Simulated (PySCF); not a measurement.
# Property card for `C=C[SiH2][SiH2]Cl`

C2H7ClSi2.
Atom-mapped SMILES: `[CH2:1]=[CH:2][SiH2:3][SiH2:4][Cl:5]` (hydrogens: H6, H7 on C1; H8 on C2; H9, H10 on Si3; H11, H12 on Si4)

Some functional groups and rings: C=C double bond, Si–H bond and C–Si bond.

From PBE0-D3(BJ)/def2-SVP geometry optimisation, gas phase (PySCF):

- Point group: C1
- Rotational constants A, B, C: 7.683, 0.895, 0.847 GHz

From CAM-B3LYP/def2-SVPD ground state, ΔSCF and vertical TDDFT (core frozen in the response) (PySCF):

* Dipole moment: 2.48 D
* HOMO energy: -8.96 eV
* LUMO energy: 0.03 eV
* HOMO–LUMO gap: 8.99 eV
* Lowest singlet excitation: 5.94 eV (209 nm, f = 0.129)
* Strongest line among the 10 lowest singlet transitions: S3 at 6.86 eV (181 nm, f = 0.263)
* Lowest triplet excitation (Tamm–Dancoff): 4.12 eV
* Static isotropic polarisability: 96.9 au
* Vertical ionisation energy: 9.67 eV
* Electronic spatial extent ⟨r²⟩ about the centre of nuclear charge: 1319 bohr²

B97-2/pcSseg-2 ground state and GIAO shieldings, non-relativistic (PySCF):

* 13C chemical shifts (computed TMS as zero) by class: 147.0 (C1), 136.0 (C2) ppm
* 1H chemical shifts (computed TMS as zero) by class: 6.39 (H6), 6.33 (H7), 6.21 (H8), 5.04 (H11/H12), 4.24 (H9/H10) ppm
* Isotropic shieldings of nuclei other than C and H, by class: 375 (Si4), 411 (Si3), 1028 (Cl5) ppm

delta-SCF UKS SCAN, pcX-2 on the ionised atom, pcseg-1 elsewhere, spin-free X2C; 2p3/2 from a spin–orbit splitting computed afterwards within the 2p shell (PySCF):

- Core binding energies: Si2p3/2 106.6 (Si3), Si2p3/2 107.4 (Si4), Cl2p3/2 205.7 (Cl5), C1s 290.4 (C2), C1s 290.6 (C1), Si1s 1846.3 (Si3), Si1s 1847.2 (Si4), Cl1s 2828.3 (Cl5) eV

Monoisotopic mass (most abundant isotopes): 121.9775 u.

The dipole matches unit charges of opposite sign 0.52 Å apart (1 e·Å = 4.8032 D). In wavenumbers S1 is 47900 cm⁻¹ (1 eV = 8065.54 cm⁻¹). The rotational constants make it an asymmetric top with κ = (2B − A − C)/(A − C) = -0.99, nearer the prolate limit (−1). The vertical singlet–triplet gap S1 − T1 is 1.82 eV (TDDFT singlet less Tamm–Dancoff triplet; S1: HOMO→LUMO, weight 0.80; T1: HOMO→LUMO, weight 0.44, beside HOMO−1→LUMO, weight 0.23). With B = h/(8π²I), that is 505.379 GHz u Å² over I, the principal moments of inertia are 65.8, 564.7 and 596.5 u Å² (most abundant isotopes). S1 lies 3.05 eV below the HOMO–LUMO gap; its leading configuration is HOMO→LUMO, weight 0.80.

 NMR classes are plain means over equivalent atoms (diastereotopic ones count apart unless rotation or inversion swaps them), as if these changed places fast; in this geometry the members of some classes differ.

Conformer computed: `[CH2:1]=[CH:2][SiH2:3][SiH2:4][Cl:5]`: C1–C2–Si3–Si4 111°, C2–Si3–Si4–Cl5 178°.

One conformer stands for the species.
